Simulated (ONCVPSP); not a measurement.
**Bi: ONCV pseudisation with PBE, scalar-relativistic reference atom.**

* Element: bismuth
* Generator: ONCVPSP 4.0.1
* Type: optimised norm-conserving Vanderbilt (ONCV)
* Functional: PBE
* Relativity: scalar-relativistic
* Frozen core: [Xe] 4f14 5d10
* Valence charge: 5
* Reference configuration: 6s1 6p4
* Partial waves: 6s: rc 1.45 bohr, ncon 4, nbas 7, qcut 5.1 1/bohr, 2 projectors, debl 3.8 Ha; 6p: rc 2.45 bohr, ncon 4, nbas 8, qcut 3.7 1/bohr, 2 projectors, debl 1.8 Ha; d scattering state at 0.09 Ha: rc 2.20 bohr, ncon 4, nbas 8, qcut 5.1 1/bohr, 2 projectors, debl 0.9 Ha
* Local potential: polynomial inside 1.15 bohr (lpopt 2, dvloc0 -1 Ha)
* Core correction: polynomial model core, fcfact 0.45

All-electron outer shells of the reference configuration (PBE, scalar-relativistic, ld1.x):

| shell | level (eV) | outermost node (bohr) | outermost maximum (bohr) |
| --- | --- | --- | --- |
| 5p | -97.60 | 0.48 | 0.86 |
| 5d | -28.70 | 0.51 | 1.03 |
| 6s | -15.50 | 0.98 | 1.86 |
| 6p | -5.24 | 1.14 | 2.41 |

Q: Does the generator finish with these settings?

A: No. ONCVPSP 4.0.1 stopped with "optimize: ERROR ps0norm > uunorm, code will stop": the continuity conditions at rc already need more norm inside rc than the all-electron wave has, so norm conservation cannot be met. It happened in the s channel.
